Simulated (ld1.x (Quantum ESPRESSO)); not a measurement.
## Varying the PAW potential for Mo (Z = 42)

Base potential:

ld1.x (Quantum ESPRESSO) 7.5 input, shortened:

```
&input
   title='Mo', zed=42., rel=2, dft='REVPBE', iswitch=3,
   config='[Kr] 4d5 5s0.5 5p0', rel_dist='average'
 /
 &inputp
   pseudotype=3, lpaw=.true., tm=.true., lloc=-1, rcloc=3.25,
   nlcc=.true., new_core_ps=.true., rcore=2.00,
   which_augfun='PSQ', rmatch_augfun_nc=.true.
 /
6
5S  1  0   0.50   0.00  2.35  3.10  0.0
5S  1  0   0.00   3.90  2.35  3.10  0.0
5P  2  1   0.00   0.00  3.00  3.35  0.0
5P  2  1   0.00   1.75  3.00  3.35  0.0
4D  3  2   5.00   0.00  2.50  2.75  0.0
4D  3  2   0.00   1.45  2.50  2.75  0.0
 &test
   configts(1)='4d5 5s0.5 5p0'
 /
```

Open shells are filled in proportion to 2j + 1 (rel_dist='average').

Cutoffs, loose and tight: the cutoffs (Ry, on a coarse ladder) from which the occupation-weighted sum of valence levels, in a spherical-Bessel basis at the reference potential, stays within 10 and 1 mRy of its value at 400 Ry. They do not see the model core or the augmentation charge, which bear on the density cutoff. Test errors are all-electron minus pseudo excitation energies from the reference, over the configurations 4d5 5s1 5p0; 4d5 5s0 5p0; 4d4 5s0 5p0; 4d6 5s0 5p0; 4d4 5s1 5p1; 4d5 5s0 5p1; 4d4 5s1 5p0. A dash means not determined; rows that change the core or the reference have their own tests.

Cutoffs are not given where the Bessel-basis levels miss the radial ones by over 6 mRy, ghosts where they miss by over 20 mRy; a channel whose overlap is not positive is not tested.

```csv
change,outcome,"cutoff, loose","cutoff, tight",bound ghosts,largest test error (meV)
base,generated,–,–,not determined,-82
"waves 5p (bound): rcut 2.70, rcutus 2.86 bohr; 5p channel at 1.75 Ry: rcut 2.70, rcutus 2.86 bohr",generated,–,–,not determined,-82
"augmentation PSQ, radius 2.60 bohr",generated,–,–,not determined,-82
local potential all-electron potential smoothed inside 1.52 bohr (lloc = -1),generated,–,–,not determined,-78
functional LDA (PZ),generated,–,–,not determined,-75
type RRKJ; waves now 5s (bound): rc 3.10 bohr; 5p (bound): rc 3.35 bohr; 4d (bound): rc 2.75 bohr; local potential the d channel; rho0 0.02,failed: compute_phi: phi has nodes before r_c,–,–,–,–
local potential all-electron potential smoothed inside 2.35 bohr (lloc = -1),generated,–,–,not determined,-70
"waves 4d (bound): rcut 2.50, rcutus 2.76 bohr; 4d channel at 1.45 Ry: rcut 2.50, rcutus 2.76 bohr",generated,–,–,not determined,-82
"wave 5p channel at 1.75 Ry: rcut 3.00, rcutus 3.35 bohr becomes 5p channel at 0.14 Ry: rcut 3.00, rcutus 3.35 bohr",generated,–,–,not determined,-82
```

Problem. What comes out with this change to the base: waves 5s (bound): rcut 2.08, rcutus 2.20 bohr; 5s channel at 3.9 Ry: rcut 2.08, rcutus 2.20 bohr?

Solution. outcome: failed: run_pseudo: Errors in PS-KS equation. Cause: the pseudo-atom solver did not find the valence states with the expected number of nodes, which is the usual sign of a ghost state.

Problem. What comes out with this change to the base: scalar-relativistic?

Solution. outcome: generated; cutoff, loose: 12 Ry; cutoff, tight: 21 Ry; bound ghosts: none; largest test error (meV): -83.
